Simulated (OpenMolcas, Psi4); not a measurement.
# A ladder of methods for CH4BFO2 (SMILES COB(O)F)

The species is CH4BFO2 (9 atoms), meant as a singlet with charge 0. SMILES: `COB(O)F`. The coordinates come from a PBE0-D4/def2-TZVP relaxation. This is one conformer, not always the lowest.

Each level gives the HOMO–LUMO gap (eV). The values are calculated.

```
                        level           kind     program  value (eV)
                  HF/def2-SVP   Hartree–Fock  OpenMolcas       17.49
HF/def2-SVP (density fitting)   Hartree–Fock        Psi4       17.49
               SVWN5/def2-SVP            LDA  OpenMolcas        7.55
                 PBE/def2-SVP            GGA  OpenMolcas        7.56
               M06-L/def2-SVP       meta-GGA  OpenMolcas        8.69
                TPSS/def2-SVP       meta-GGA  OpenMolcas        7.94
               B3LYP/def2-SVP  global hybrid  OpenMolcas        9.49
                PBE0/def2-SVP  global hybrid  OpenMolcas       10.21
```

The values span 7.55 to 17.49 eV. Orbital gaps aren't excitation energies; they tend to grow with the share of exact exchange.
